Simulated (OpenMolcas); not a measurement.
Computed levels of 5d² in ions with 70 electrons, in cm-1 above ³F₂.

```
Program             : OpenMolcas 26.06
Method              : CASSCF
Basis               : ANO-RCC-VQZP
Scalar Hamiltonian  : DKH2, point nucleus
Spin-orbit coupling : RASSI with atomic mean-field integrals over the reference wave functions, term energies averaged over their components
```

Active space for each ion: 2 electrons in 5 orbitals (5d).

```json
{"Level": "³F₃", "W4+": "6072", "Re5+": "7856", "Ir7+": "12021"}
{"Level": "³F₄", "W4+": "11565", "Re5+": "14611", "Ir7+": "21391"}
{"Level": "³P₀", "W4+": "14878", "Re5+": "16541", "Ir7+": "19787"}
{"Level": "³P₁", "W4+": "18207", "Re5+": "21036", "Ir7+": "27164"}
{"Level": "¹G₄", "W4+": "24740", "Re5+": "28855", "Ir7+": "38038"}
{"Level": "³P₂", "W4+": "24995", "Re5+": "29818", "Ir7+": "40544"}
{"Level": "¹S₀", "W4+": "50178", "Re5+": "56964", "Ir7+": "71299"}
```

Task: Estimate ³F₄, ³P₀, ³P₁ for Os6+ from its neighbours Re5+ and Ir7+.

Result: ³F₄ is fine structure, which grows about as the fourth power of a screened charge, so the fourth roots are averaged: ((14611^0.25 + 21391^0.25) / 2)^4 = 17759. The calculation gives 17756, so the estimate is off by 0 %.
³P₀ is another term, which grows about linearly with the charge: (16541 + 19787) / 2 = 18164. The calculation gives 18162, so the estimate is off by 0 %; the measured value is 15837 (van het Hof, Joshi, Wyart and Sugar, J. Res. Natl. Inst. Stand. Technol. 100, 687 (1995)).
³P₁ is another term, which grows about linearly with the charge: (21036 + 27164) / 2 = 24100. The calculation gives 23942, so the estimate is off by +0.7 %; the measured value is 22098 (van het Hof, Joshi, Wyart and Sugar, J. Res. Natl. Inst. Stand. Technol. 100, 687 (1995)).

Mixed levels, with the weight of the term that names them: W4+ ³P₂ (60 %), Re5+ ³P₂ (58 %), Os6+ ³P₂ (56 %), Ir7+ ³P₂ (55 %).

Without dynamic correlation excited terms often stand tens of per cent too high (terms of higher spin than the ground term too low), and those without a measured partner can miss by more than the paired ones. Computed and measured levels are paired by configuration, term and J; levels that our copy of the source lacks, or whose pairing is in doubt (as where it misses far off the trend of its configuration), stay unpaired and out of the deviations. Levels of configurations outside the active space are missing.
